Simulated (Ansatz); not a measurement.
Q: Name a neutral molecule of Ge, O, Si and H with LUMO energy (PBE0/def2-TZVPP) between -2.05 and -1.75 eV and HOMO–LUMO gap (ωB97M-V/def2-TZVPP) between 9.95 and 10.25 eV (Ansatz, PBE0-D4/def2-TZVP geometry).

A: `[SiH3][O][Ge][O][SiH3]` (-2.05 eV, 10.10 eV); `[OH][Ge][O][SiH3]` (-1.82 eV, 10.21 eV). Other molecules can fit too; these were computed, each in one conformer that needn't be the lowest.
